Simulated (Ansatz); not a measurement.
Si(I)2(OH)2 (H2I2O2Si), SMILES O[Si](O)(I)I.

The structure is a stationary point at PBE-D3(BJ)/def2-SVP. The def2 effective core potentials stand for the cores of I; spin–orbit coupling is left out. Other conformers were not sampled.

Two levels are set side by side: PBE/def2-SVPD (Ansatz, a program for electronic structure) and PBE0/def2-SVPD (Ansatz). Energy differences of separate SCF runs at the same geometry; the states with an electron removed or added have multiplicity 2 and 2. Differences are taken from unrounded values.

```json
[
 {"quantity": "vertical ionisation energy (eV)", "PBE0": "9.60"},
 {"quantity": "vertical singlet–triplet gap (eV)", "PBE0": "4.66"}
]
```

What does PBE give, and how far is it from PBE0? (Estimate from the structure and the level; the computed values follow.)


| quantity | PBE | PBE minus PBE0 |
|---|---|---|
| vertical ionisation energy (eV) | 9.25 | -0.35 |
| vertical singlet–triplet gap (eV) | 4.30 | -0.35 |
